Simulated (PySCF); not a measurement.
Al(Cl)(Br)(NH2) (AlBrClH2N), SMILES [Cl][Al]([Br])[NH2].

Geometry optimised at TPSSh-D3(BJ)/def2-SVP. The values are those of a single conformer.

Two levels are set side by side: TDDFT-PBE/def2-SVPD (PySCF) and TDDFT-LC-ωPBE/def2-SVPD (PySCF). Vertical, same geometry. The lowest singlet is HOMO→LUMO 100 % with PBE and HOMO→LUMO 82 % with the other functional; states are paired by order. Differences are taken from unrounded values.

| quantity | TDDFT-LC-ωPBE |
|---|---|
| lowest singlet excitation (eV) | 6.54 |
| lowest triplet excitation (TDA) (eV) | 6.06 |
| first bright state (f over 0.05) (eV) | 7.39 |
| its oscillator strength | 0.05 |

Question: What does TDDFT-PBE give, and how far is it from TDDFT-LC-ωPBE? (The exact figures need the calculation; the answer reports its results.)

Answer: 
```
quantity                               TDDFT-PBE  TDDFT-PBE minus TDDFT-LC-ωPBE
-------------------------------------  ---------  -----------------------------
lowest singlet excitation (eV)              4.95                          -1.59
lowest triplet excitation (TDA) (eV)        4.66                          -1.41
first bright state (f over 0.05) (eV)       6.04                          -1.35
its oscillator strength                     0.06                           0.01
```

Functionals without exact exchange tend to place singlet excitations lower, as here. Differences between two approximate levels are no errors against the true value.

Rough cost on one machine, each run with all the roots and properties that it gave: TDDFT-LC-ωPBE against TDDFT-PBE about 6 times.
